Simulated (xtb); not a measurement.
xtb input (GFN2-xTB):

```bash
xtb mol.xyz --gfn 2 --sp --chrg -1 --uhf 0
```
mol.xyz:
```
9

Si    -0.08348845    -0.10047289    -0.00088421
O      1.36084082    -0.24268385    -0.87370246
O      0.41620700     0.73220340     1.40249596
O     -0.96318865     1.16324922    -0.70152484
N     -0.74447018    -1.59465664     0.08998593
H      1.32007676    -1.11363041    -1.28179897
H      0.86965930     0.11909558     1.98649764
H     -0.63205310     2.01109172    -0.39113332
H     -1.68842655    -1.66949031     0.45076296
```

End of the output:

```
         :::::::::::::::::::::::::::::::::::::::::::::::::::::
         ::                     SUMMARY                     ::
         :::::::::::::::::::::::::::::::::::::::::::::::::::::
         :: total energy             -19.203132949266 Eh    ::
         :: gradient norm              0.029786173973 Eh/a0 ::
         :: HOMO-LUMO gap              7.241356524386 eV    ::
         ::.................................................::
         :: SCC energy               -19.323600600753 Eh    ::
         :: -> isotropic ES            0.273276354646 Eh    ::
         :: -> anisotropic ES         -0.005654058168 Eh    ::
         :: -> anisotropic XC         -0.004178155079 Eh    ::
         :: -> dispersion             -0.005494752339 Eh    ::
         :: repulsion energy           0.120467651487 Eh    ::
         :: add. restraining           0.000000000000 Eh    ::
         :: total charge              -1.000000000000 e     ::
         :::::::::::::::::::::::::::::::::::::::::::::::::::::

           -------------------------------------------------
          |                Property Printout                |
           -------------------------------------------------

    * Orbital Energies and Occupations

         #    Occupation            Energy/Eh            Energy/eV
      -------------------------------------------------------------
         1        2.0000           -0.5475529             -14.8997
       ...           ...                  ...                  ...
         4        2.0000           -0.4130979             -11.2410
         5        2.0000           -0.3509718              -9.5504
         6        2.0000           -0.3394921              -9.2380
         7        2.0000           -0.3270588              -8.8997
         8        2.0000           -0.3018359              -8.2134
         9        2.0000           -0.2709384              -7.3726
        10        2.0000           -0.2635262              -7.1709
        11        2.0000           -0.2467895              -6.7155
        12        2.0000           -0.2410872              -6.5603
        13        2.0000           -0.2298968              -6.2558
        14        2.0000           -0.2159907              -5.8774
        15        2.0000           -0.1369278              -3.7260
        16        2.0000           -0.1105322              -3.0077 (HOMO)
        17                          0.1555827               4.2336 (LUMO)
        18                          0.1597224               4.3463
        19                          0.2035010               5.5375
        20                          0.2547639               6.9325
        21                          0.3396751               9.2430
        22                          0.3481961               9.4749
        23                          0.3634675               9.8905
        24                          0.4067629              11.0686
        25                          0.4337043              11.8017
        26                          0.6301903              17.1484
        27                          0.8820102              24.0007
       ...                                ...                  ...
        29                          1.0571622              28.7668
      -------------------------------------------------------------
                  HL-Gap            0.2661150 Eh            7.2414 eV
             Fermi-level            0.0225252 Eh            0.6129 eV

     #   Z          covCN         q      C6AA      α(0)
     1  14 Si       3.164     0.596   143.192    25.418
     2   8 O        1.572    -0.590    24.972     6.743
     3   8 O        1.572    -0.590    24.972     6.743
     4   8 O        1.572    -0.578    24.699     6.706
     5   7 N        1.682    -0.619    38.199     9.131
     6   1 H        0.827     0.245     0.907     1.494
     7   1 H        0.814     0.231     0.970     1.546
     8   1 H        0.814     0.250     0.891     1.482
     9   1 H        0.863     0.054     2.282     2.366

 Mol. C6AA /au·bohr⁶  :       1358.371583
 Mol. C8AA /au·bohr⁸  :      43513.398613
 Mol. α(0) /au        :         61.628850

Wiberg/Mayer (AO) data.
largest (>0.10) Wiberg bond orders for each atom

 ---------------------------------------------------------------------------
     #   Z sym  total        # sym  WBO       # sym  WBO       # sym  WBO
 ---------------------------------------------------------------------------
     1  14 Si   4.381 --     5 N    1.677     4 O    0.922     2 O    0.897
                             3 O    0.872
     2   8 O    1.967 --     6 H    0.939     1 Si   0.897
     3   8 O    1.961 --     7 H    0.944     1 Si   0.872
     4   8 O    1.981 --     8 H    0.927     1 Si   0.922
     5   7 N    2.825 --     1 Si   1.677     9 H    0.977
     6   1 H    0.940 --     2 O    0.939
     7   1 H    0.947 --     3 O    0.944
     8   1 H    0.937 --     4 O    0.927
     9   1 H    0.997 --     5 N    0.977
 ---------------------------------------------------------------------------

Topologies differ in total number of bonds
Writing topology from bond orders to xtbtopo.mol

molecular dipole:
                 x           y           z       tot (Debye)
 q only:        0.368       0.251       0.205
   full:        0.628       0.848       0.376       2.846
molecular quadrupole (traceless):
                xx          xy          yy          xz          yz          zz
 q only:       -1.176      -3.047      -1.273       0.065      -0.015       2.449
  q+dip:       -0.868      -2.876      -1.914      -0.293      -0.407       2.782
   full:       -0.454      -4.046      -3.149      -0.344      -0.075       3.603

           -------------------------------------------------
          | TOTAL ENERGY              -19.203132949266 Eh   |
          | GRADIENT NORM               0.029786173973 Eh/α |
          | HOMO-LUMO GAP               7.241356524386 eV   |
           -------------------------------------------------

------------------------------------------------------------------------
------------------------------------------------------------------------
 total:
Note: The following floating-point exceptions are signalling: IEEE_UNDERFLOW_FLAG IEEE_DENORMAL
normal termination of xtb
 SCF:
```

It need not be the lowest isomer of its formula. Whether it binds its extra electron was not tested at this geometry.
